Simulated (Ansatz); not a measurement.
**Cost against result**

The pair of Cu⁺ (SMILES [Cu+], atom 1) and CH₄O (SMILES CO, atoms 2–7), both closed shells, in one local arrangement (a lower one may exist), relaxed at PBE0-D4/def2-TZVP:

```tsv
atom	x (Å)	y (Å)	z (Å)
Cu1	0.8077	-0.8558	-2.0988
C2	-0.4679	0.3486	0.3791
O3	0.6548	-0.3180	-0.2560
H4	-0.9591	0.9467	-0.3840
H5	-0.0890	1.0016	1.1638
H6	-1.1578	-0.3907	0.7845
H7	1.2112	-0.7324	0.4114
```

Interaction energies are counterpoise-corrected; the time is that of the whole pair.

Program: Ansatz 0.2.0. Basis: as named in each row. Cores are frozen in the correlated methods. The 3s and 3p shells of Cu and Zn are frozen; filled d shells are correlated. B3LYP uses VWN-RPA correlation. Extrapolation: Hartree–Fock as exp(−7.88 √X), correlation as X^−2.97.

Times are rough, for one single point on 4 threads of a shared host (Arm Neoverse N1).

The estimate by CCSD(T) at an estimated basis limit (MP2 extrapolated from triple and quadruple zeta, plus CCSD(T) − MP2 in triple zeta) is -184.7 kJ/mol.

| method | basis | time (s) | interaction energy (kJ/mol) | method less estimate |
| --- | --- | --- | --- | --- |
| SPW92 | def2-SVP | under 1 | -251.3 | -66.6 |
| HF | STO-3G | under 1 | -135.7 | 49.0 |
| B3LYP-D4 | 6-31G | 1 | -243.8 | -59.0 |
| PBE-D4 | def2-SVP | 1 | -210.0 | -25.3 |
| PBE0-D4 | def2-SVP | 1 | -194.6 | -9.9 |
| CCSD(T) | def2-SVP | 2 | -161.6 | 23.2 |
| PBE-D4 | def2-TZVPPD | 3 | -209.5 | -24.7 |
| revPBE-D4 | def2-TZVPPD | 3 | -193.6 | -8.8 |
| BLYP-D4 | def2-TZVPPD | 3 | -209.5 | -24.8 |
| PBE0-D4 | def2-TZVPPD | 3 | -192.3 | -7.5 |
| HSE06-D4 | def2-TZVPPD | 3 | -191.6 | -6.9 |
| B3LYP-D4 | def2-TZVPPD | 3 | -198.0 | -13.3 |
| r2SCAN-D4 | def2-TZVPPD | 5 | -213.8 | -29.1 |
| wB97M-V | def2-SVP | 6 | -194.0 | -9.2 |
| B2PLYP | def2-TZVPPD | 8 | -187.9 | -3.1 |
| wB97X-V | def2-TZVPPD | 8 | -189.5 | -4.7 |
| PBE-D4 | STO-3G | 12 | -280.3 | -95.6 |
| B97M-V | def2-TZVPPD | 12 | -208.2 | -23.5 |
| wB97M-V | def2-TZVPPD | 12 | -187.8 | -3.1 |
| MP2 | def2-QZVPPD | 18 | -185.4 | -0.6 |
| CCSD(T) | def2-TZVPPD | 80 | -171.0 | 13.8 |

The T1 diagnostic stays at or below 0.019.
